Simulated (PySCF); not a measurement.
Species: C7H4FN.
SMILES with atom numbers: `[N:1]#[C:2][c:3]1[cH:4][cH:5][cH:6][cH:7][c:8]1[F:9]` (hydrogens: H10 on C4; H11 on C5; H12 on C6; H13 on C7)

The same species was optimised twice, with GFN2-xTB and with PBE0-D3(BJ)/def2-SVP (PySCF), and the same property calculations (PySCF, gas phase) were run on both structures.

```json
{"coordinate": "C8–F9 (Å)", "GFN2-xTB": "1.343", "PBE0-D3(BJ)/def2-SVP": "1.324", "change": "-0.019"}
{"coordinate": "C2–C3 (Å)", "GFN2-xTB": "1.415", "PBE0-D3(BJ)/def2-SVP": "1.429", "change": "+0.014"}
{"coordinate": "N1≡C2 (Å)", "GFN2-xTB": "1.145", "PBE0-D3(BJ)/def2-SVP": "1.159", "change": "+0.014"}
{"coordinate": "C5–C6 (Å)", "GFN2-xTB": "1.387", "PBE0-D3(BJ)/def2-SVP": "1.396", "change": "+0.009"}
{"coordinate": "C6–C7 (Å)", "GFN2-xTB": "1.385", "PBE0-D3(BJ)/def2-SVP": "1.393", "change": "+0.008"}
{"coordinate": "C4–C5 (Å)", "GFN2-xTB": "1.381", "PBE0-D3(BJ)/def2-SVP": "1.389", "change": "+0.008"}
{"coordinate": "C3–C4 (Å)", "GFN2-xTB": "1.396", "PBE0-D3(BJ)/def2-SVP": "1.404", "change": "+0.008"}
{"coordinate": "C7–C8 (Å)", "GFN2-xTB": "1.382", "PBE0-D3(BJ)/def2-SVP": "1.387", "change": "+0.005"}
{"coordinate": "C3–C8 (Å)", "GFN2-xTB": "1.396", "PBE0-D3(BJ)/def2-SVP": "1.401", "change": "+0.005"}
{"coordinate": "C2–C3–C8 (°)", "GFN2-xTB": "121.2", "PBE0-D3(BJ)/def2-SVP": "120.1", "change": "-1.1"}
{"coordinate": "C2–C3–C4 (°)", "GFN2-xTB": "120.2", "PBE0-D3(BJ)/def2-SVP": "121.2", "change": "+1.0"}
{"coordinate": "C7–C8–F9 (°)", "GFN2-xTB": "119.0", "PBE0-D3(BJ)/def2-SVP": "119.6", "change": "+0.6"}
{"coordinate": "C3–C8–F9 (°)", "GFN2-xTB": "119.6", "PBE0-D3(BJ)/def2-SVP": "119.1", "change": "-0.5"}
{"coordinate": "C4–C5–C6 (°)", "GFN2-xTB": "120.3", "PBE0-D3(BJ)/def2-SVP": "119.9", "change": "-0.4"}
{"coordinate": "C5–C6–C7 (°)", "GFN2-xTB": "120.3", "PBE0-D3(BJ)/def2-SVP": "120.6", "change": "+0.3"}
{"coordinate": "C3–C4–C5 (°)", "GFN2-xTB": "120.2", "PBE0-D3(BJ)/def2-SVP": "120.4", "change": "+0.2"}
{"coordinate": "N1–C2–C3 (°)", "GFN2-xTB": "179.1", "PBE0-D3(BJ)/def2-SVP": "179.0", "change": "-0.1"}
```

Rotational constants: A = 2923, B = 1537, C = 1007 MHz (GFN2-xTB) against A = 2946, B = 1513, C = 999.7 MHz (PBE0-D3(BJ)/def2-SVP). Point groups within 0.08 Å: Cs and Cs.

On the GFN2-xTB structure: HOMO (eV) -7.95 [PBE0/pcSseg-1]; LUMO (eV) -1.82 [PBE0/pcSseg-1]; dipole (D) 5.32 [PBE0/pcSseg-1]; GIAO shielding of N1 (ppm) -60.0 [PBE0/pcSseg-1]; GIAO shielding of C2 (ppm) 67.5 [PBE0/pcSseg-1]; GIAO shielding of C3 (ppm) 80.2 [PBE0/pcSseg-1]; GIAO shielding of C4 (ppm) 44.9 [PBE0/pcSseg-1]; GIAO shielding of C5 (ppm) 57.3 [PBE0/pcSseg-1]; GIAO shielding of C6 (ppm) 47.1 [PBE0/pcSseg-1]; GIAO shielding of C7 (ppm) 64.2 [PBE0/pcSseg-1]; GIAO shielding of C8 (ppm) 11.9 [PBE0/pcSseg-1].

Problem. What do these properties become on the PBE0-D3(BJ)/def2-SVP structure?

Solution. 
```json
{"property": "HOMO (eV)", "level": "PBE0/pcSseg-1", "on GFN2-xTB": "-7.95", "on PBE0-D3(BJ)/def2-SVP": "-7.90", "change": "+0.05"}
{"property": "LUMO (eV)", "level": "PBE0/pcSseg-1", "on GFN2-xTB": "-1.82", "on PBE0-D3(BJ)/def2-SVP": "-1.85", "change": "-0.03"}
{"property": "dipole (D)", "level": "PBE0/pcSseg-1", "on GFN2-xTB": "5.32", "on PBE0-D3(BJ)/def2-SVP": "5.30", "change": "-0.02"}
{"property": "energy, GFN2-xTB geometry as zero (kcal/mol)", "level": "PBE0/pcSseg-1", "on GFN2-xTB": "0.0", "on PBE0-D3(BJ)/def2-SVP": "-0.3", "change": "-0.3"}
{"property": "GIAO shielding of N1 (ppm)", "level": "PBE0/pcSseg-1", "on GFN2-xTB": "-60.0", "on PBE0-D3(BJ)/def2-SVP": "-66.9", "change": "-6.9"}
{"property": "GIAO shielding of C2 (ppm)", "level": "PBE0/pcSseg-1", "on GFN2-xTB": "67.5", "on PBE0-D3(BJ)/def2-SVP": "65.0", "change": "-2.5"}
{"property": "GIAO shielding of C3 (ppm)", "level": "PBE0/pcSseg-1", "on GFN2-xTB": "80.2", "on PBE0-D3(BJ)/def2-SVP": "77.8", "change": "-2.4"}
{"property": "GIAO shielding of C4 (ppm)", "level": "PBE0/pcSseg-1", "on GFN2-xTB": "44.9", "on PBE0-D3(BJ)/def2-SVP": "43.2", "change": "-1.7"}
{"property": "GIAO shielding of C5 (ppm)", "level": "PBE0/pcSseg-1", "on GFN2-xTB": "57.3", "on PBE0-D3(BJ)/def2-SVP": "55.5", "change": "-1.8"}
{"property": "GIAO shielding of C6 (ppm)", "level": "PBE0/pcSseg-1", "on GFN2-xTB": "47.1", "on PBE0-D3(BJ)/def2-SVP": "44.8", "change": "-2.3"}
{"property": "GIAO shielding of C7 (ppm)", "level": "PBE0/pcSseg-1", "on GFN2-xTB": "64.2", "on PBE0-D3(BJ)/def2-SVP": "63.0", "change": "-1.2"}
{"property": "GIAO shielding of C8 (ppm)", "level": "PBE0/pcSseg-1", "on GFN2-xTB": "11.9", "on PBE0-D3(BJ)/def2-SVP": "12.1", "change": "+0.2"}
```

The heavy atoms differ by 0.019 Å rms after alignment. Among bonds between heavy atoms C8–F9 changes most (-0.019 Å). Changes are differences of the printed values. Neither structure is proved a minimum here.
